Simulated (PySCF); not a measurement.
A calculated (r2SCANh, PySCF 2.14, def2-QZVPPD, the non-relativistic Hamiltonian (point nucleus)) atom or ion has these occupied shells.

```tsv
shell	electrons	orbital energy (eV)	rms radius, mean of both spins (bohr)
1s α	1	-7560.5	0.0659
1s β	1	-7560.5	0.0659
2s α	1	-900.62	0.280
2s β	1	-899.32	0.280
2p α	3	-780.43	0.250
2p β	3	-779.40	0.250
3s α	1	-109.23	0.847
3s β	1	-105.81	0.847
3p α	3	-72.795	0.902
3p β	3	-69.412	0.902
3d α	5	-13.939	1.30
3d β	3	-12.465	1.30
```

Question: Name the element and its charge.

Answer: Co⁺ (cobalt, charge +1), in [Ar] 3d8, high-spin 3F determinant.
